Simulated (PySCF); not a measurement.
SCF from a fresh guess for singlet RhOCl, at the PBE0 minimum. PySCF input:

```python
from pyscf import gto, scf, dft
mol = gto.M(atom='''
Rh    -0.282631     0.000000    -0.259822
O     -1.845703     0.000000     0.260495
Cl     1.674505     0.000000     0.635723''',
    basis={'Rh': 'def2-TZVP', 'O': 'def2-TZVP', 'Cl': 'def2-TZVP'},
    ecp={'Rh': 'def2-TZVP'},
    charge=0, spin=0)
mf = dft.RKS(mol, xc='PBE0')
mf.grids.atom_grid = (50, 194)
aux = {'Rh': 'def2-universal-JKFIT', 'O': 'def2-universal-JKFIT', 'Cl': 'def2-universal-JKFIT'}
mf = mf.density_fit(auxbasis=aux)
mf.conv_tol = 1e-08
mf.diis_space = 10
mf.max_cycle = 60
mf.init_guess = 'minao'
mf.verbose = 4
mf.kernel()
```

Excerpt of the output (cycles and frontier levels):

```
init E= -637.320003527145
  HOMO = -0.645229710196118  LUMO = -0.63494540019662  gap/eV = 0.27985
cycle= 1 E= -642.907378115357  delta_E= -5.59  |g|= 3.47  |ddm|= 4.52
  HOMO = -0.126719026292389  LUMO = -0.00287914905427968  gap/eV = 3.36985
cycle= 2 E= -594.15013332429  delta_E= 48.8  |g|=   11  |ddm|= 10.4
  HOMO = -0.00398300603336934  LUMO = 0.0244422961374088  gap/eV = 0.77349
cycle= 3 E= -643.17995596356  delta_E=  -49  |g|= 3.49  |ddm|= 9.93
  HOMO = -0.185014742968061  LUMO = -0.134348491077596  gap/eV = 1.37870
cycle= 4 E= -641.509971628091  delta_E= 1.67  |g|= 4.03  |ddm|= 4.13
  HOMO = -0.297548239752885  LUMO = -0.284425493046772  gap/eV = 0.35709
cycle= 5 E= -645.569688555672  delta_E= -4.06  |g|= 0.907  |ddm|= 3.13
  HOMO = -0.25677517892015  LUMO = -0.179769381826129  gap/eV = 2.09543
cycle= 6 E= -645.690928300148  delta_E= -0.121  |g|= 0.412  |ddm|= 0.807
  HOMO = -0.274519908676587  LUMO = -0.194617669298605  gap/eV = 2.17425
... 12 lines left out ...
cycle= 13 E= -645.728756816607  delta_E= -9.95e-07  |g|= 0.000316  |ddm|= 0.0038
  HOMO = -0.271049617647814  LUMO = -0.186550279477123  gap/eV = 2.29934
cycle= 14 E= -645.728757122542  delta_E= -3.06e-07  |g|= 0.000129  |ddm|= 0.00242
  HOMO = -0.271048303420664  LUMO = -0.186547299377251  gap/eV = 2.29939
cycle= 15 E= -645.728757188957  delta_E= -6.64e-08  |g|= 6.03e-05  |ddm|= 0.00141
  HOMO = -0.27104682328934  LUMO = -0.186545711641049  gap/eV = 2.29939
cycle= 16 E= -645.728757195255  delta_E= -6.3e-09  |g|= 4.2e-05  |ddm|= 0.000378
  HOMO = -0.271043380002245  LUMO = -0.186543748688191  gap/eV = 2.29935
Extra cycle  E= -645.728757193101  delta_E= 2.15e-09  |g|= 0.000154  |ddm|= 0.000169
converged SCF energy = -645.728757193101
```

No lower solution of this spin was found by a stability analysis within the restricted form, which does not test spin polarisation.

At the minimum of this search the closed-shell solution is unstable towards spin polarisation, so a lower open-shell solution exists.

The search for the lowest solution, with the stability check, took 6.8 s on 2 threads of a shared Arm Neoverse N1 host, with 108 basis functions; the process peaked at 0.34 GiB.
